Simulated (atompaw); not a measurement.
# Varying the PAW (atompaw) potential for Tl (Z = 81)

Base potential:

```
Element                 : thallium (Tl)
Generator               : atompaw 4.2.0.5
Type                    : PAW
Functional              : LDA (PW92)
Relativity              : scalar-relativistic
Frozen core             : [Xe] 4f14
Valence charge          : 13
Reference configuration : 5d10 6s2 6p0 (charge +1)
Partial waves           : 6s (bound): rc 2.55 bohr; 6s channel at 3.65 Ry: rc 2.55 bohr; 6p (bound, empty): rc 2.55 bohr; 6p channel at 0.3 Ry: rc 2.55 bohr; 5d (bound): rc 1.15 bohr; 5d channel at -1.1 Ry: rc 2.55 bohr
Local potential         : bessel scheme, radius 2.45 bohr
Core correction         : smooth core density matched at 1.75 bohr
Augmentation charge     : besselshape compensation charge, radius 2.15 bohr; PAW radius 2.55 bohr; waves and projectors: custom rrkj gramschmidtortho
```

Cutoffs, loose and tight: the cutoffs (Ry, on a coarse ladder) from which the occupation-weighted sum of valence levels, in a spherical-Bessel basis at the reference potential, stays within 10 and 1 mRy of its value at 400 Ry. They see the waves, projectors and local potential, not the compensation charge or the core. A dash means not determined.

A true bound ghost makes a file unfit for plane-wave use even where its test errors are small: the radial tests pick states by their node count and pass the ghost by.

| change | outcome | cutoff, loose | cutoff, tight | bound ghosts |
| --- | --- | --- | --- | --- |
| base | generated | 80 Ry | 140 Ry | none |
| reference 5d10 6s1.5 6p1.5 | failed: atompaw: The overlap operator has at least one negative eigenvalue! | – | – | – |
| functional PBE | generated | 80 Ry | 140 Ry | none |
| core correction smooth core density matched at 1.60 bohr | generated | 80 Ry | 140 Ry | none |
| wave 6p channel at 0.3 Ry: rc 2.55 bohr becomes 6p channel at 0.3 Ry: rc 1.58 bohr | failed: atompaw: The overlap operator has at least one negative eigenvalue! | – | – | – |
| wave 6s channel at 3.65 Ry: rc 2.55 bohr becomes 6s channel at 3.65 Ry: rc 1.76 bohr | generated | 80 Ry | 140 Ry | none |
| core [Xe] 4f14 5d10, valence charge 3; reference 6s1 6p0; waves now 6s (bound): rc 1.85 bohr; 6s channel at -1.5 Ry: rc 2.60 bohr; 6p (bound): rc 2.60 bohr; 6p channel at -0.35 Ry: rc 2.60 bohr; local potential bessel scheme, radius 2.55 bohr; core correction smooth core density matched at 1.60 bohr; augmentation besselshape compensation charge, radius 2.15 bohr; PAW radius 2.60 bohr; waves and projectors: custom rrkj gramschmidtortho | failed: atompaw: The overlap operator has at least one negative eigenvalue! | – | – | – |

Question: What comes out with this change to the base: local potential vpsmatchnc scheme with l = 3 at -0.5 Ry, radius 2.45 bohr?

Answer: outcome: generated; cutoff, loose: 80 Ry; cutoff, tight: 140 Ry; bound ghosts: s.

Question: What comes out with this change to the base: augmentation besselshape compensation charge, radius 1.56 bohr; PAW radius 2.55 bohr; waves and projectors: custom rrkj gramschmidtortho?

Answer: outcome: generated, no UPF (negative core plus compensation charge); cutoff, loose: 80 Ry; cutoff, tight: 140 Ry; bound ghosts: none.
